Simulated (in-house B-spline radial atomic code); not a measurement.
# Binding energies in Au⁶⁺

NIST's tabulated ground configuration is [Xe] 4f14 5d5; each binding energy is the energy of the ion with one electron taken from that subshell, relaxed, less that of the parent. Method: Dirac-Hartree-Fock, average of configuration, Fermi nucleus of rms radius 5.4371 fm. Calculated with a B-spline radial code for spherical atoms. Energies include first-order Breit, QED and recoil terms.

```
subshell  X-ray name  binding energy (eV)  -ε (eV)  relaxation (eV)
      1s           K              80822.3  81347.3             89.7
      2s          L1              14464.4  14572.5             52.7
   2p1/2          L2              13837.1  13949.2             57.5
   2p3/2          L3              12022.3  12110.4             53.8
      3s          M1                 3536   3575.9             28.5
   3p1/2          M2                 3257   3297.3             29.7
   3p3/2          M3                 2852   2885.9             27.7
      4s          N1                869.7    883.0             10.7
   4p1/2          N2                750.3    763.1             10.6
   4p3/2          N3                652.7    663.3              9.4
      5s          O1                  212    214.4              1.9
   4f5/2          N6                186.7    195.0              8.6
   4f7/2          N7                  183    191.0              8.4
   5p1/2          O2                169.7    171.7              1.7
   5p3/2          O3                  152    153.5              1.3
      5d        O4,5                93.31    94.10             0.79
```

Relaxation = -ε minus the binding energy without Breit, QED and recoil terms.

Emission lines follow as differences of binding energies, with λ = 12398.42 eV·Å / E:

| line | holes | energy (eV) | wavelength (Å) |
| --- | --- | --- | --- |
| K-L3 | 1s → 2p3/2 | 68800.0 | 0.18021 |
| K-L2 | 1s → 2p1/2 | 66985.2 | 0.18509 |
| K-M3 | 1s → 3p3/2 | 77970.3 | 0.15901 |
| L1-M3 | 2s → 3p3/2 | 11612.4 | 1.0677 |
| L3-M1 | 2p3/2 → 3s | 8486.3 | 1.461 |

(1) What screening constant σ does Moseley's law, E = (3/4)·13.6057 eV·(Z - σ)², need for K-L3?

Moseley's non-relativistic formula needs a falling, then negative, screening constant for heavy elements, because relativity binds the 1s electron more strongly than the formula allows.

(2) What does it cost to remove both a 2p1/2 and a 5p3/2 electron?

(3) What does it cost to remove both a 1s and a 2p3/2 electron?

(4) What does it cost to remove two 4p3/2 electrons?

Answers

(1) σ = -3.11.

(2) 14013 eV, which is 23.98 eV more than the two single binding energies together.

(3) 93215 eV, which is 370.6 eV more than the two single binding energies together.

(4) 1340.7 eV, which is 35.2 eV more than the two single binding energies together.
